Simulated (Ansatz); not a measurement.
Basis-set series for GaH7O3Si2, SMILES `[OH][Ga]([O][SiH3])[O][SiH3]`. The species carries charge 0 and has multiplicity 1. Geometry: relaxed with PBE0-D4/def2-TZVP. It is one conformer, not always the lowest.

```csv
functional,basis,functions,energy (Eh),HOMO (eV),LUMO (eV)
PBE0-D4,def2-SVP,145,-2732.52763,-8.60,-1.15
PBE0-D4,def2-TZVPP,323,-2733.27278,-8.68,-1.36
ωB97M-V,def2-SVP,145,-2733.04007,-10.84,0.70
ωB97M-V,def2-TZVPP,323,-2733.79133,-10.97,0.39
```

(1) Give the rows for def2-QZVPP. (Estimate.)

Results:

(1) Ansatz gave: 
| functional | basis | functions | energy (Eh) | HOMO (eV) | LUMO (eV) |
| --- | --- | --- | --- | --- | --- |
| PBE0-D4 | def2-QZVPP | 610 | -2733.35140 | -8.70 | -1.47 |
| ωB97M-V | def2-QZVPP | 610 | -2733.86561 | -10.99 | 0.14 |

Positive LUMOs are unbound and depend on the basis. Scalar relativity is left out up to krypton.
